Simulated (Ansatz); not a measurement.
The same molecule with X = Ti, Zr, Hf. Ansatz, PBE0-D4/def2-TZVP geometries, multiplicity 1. Each molecule was computed in one conformer, which needn't be the lowest.

Elements past krypton have def2 core potentials. Scalar relativity is left out up to krypton.

| X | molecule | mean X–Cl bond length / Å | mean X–S bond length / Å | LUMO energy (PBE0/def2-TZVPP) / eV | HOMO–LUMO gap (PBE/def2-TZVPP) / eV | LUMO energy (ωB97M-V/def2-TZVPP) / eV |
| --- | --- | --- | --- | --- | --- | --- |
| Ti | `[SH][Ti]([SH])([SH])[Cl]` | 2.184 | 2.263 | -3.13 | 2.81 | -1.00 |
| Hf | `[SH][Hf]([SH])([SH])[Cl]` | 2.330 | 2.422 | -2.05 | 3.95 | -0.02 |

Q: Give the row for X = Zr, `[SH][Zr]([SH])([SH])[Cl]`. (Estimate.)

A: Computed: 
```csv
X,molecule,mean X–Cl bond length / Å,mean X–S bond length / Å,LUMO energy (PBE0/def2-TZVPP) / eV,HOMO–LUMO gap (PBE/def2-TZVPP) / eV,LUMO energy (ωB97M-V/def2-TZVPP) / eV
Zr,`[SH][Zr]([SH])([SH])[Cl]`,2.330,2.420,-2.45,3.59,-0.42
```

From Ti to Hf the mean X–Cl bond length isn't monotonic: highest at Zr, lowest at Ti; the mean X–S bond length rises at each step, by 0.159 Å in all; the LUMO energy (PBE0/def2-TZVPP) rises at each step, by 1.08 eV in all; the HOMO–LUMO gap (PBE/def2-TZVPP) rises at each step, by 1.14 eV in all; the LUMO energy (ωB97M-V/def2-TZVPP) rises at each step, by 0.98 eV in all.
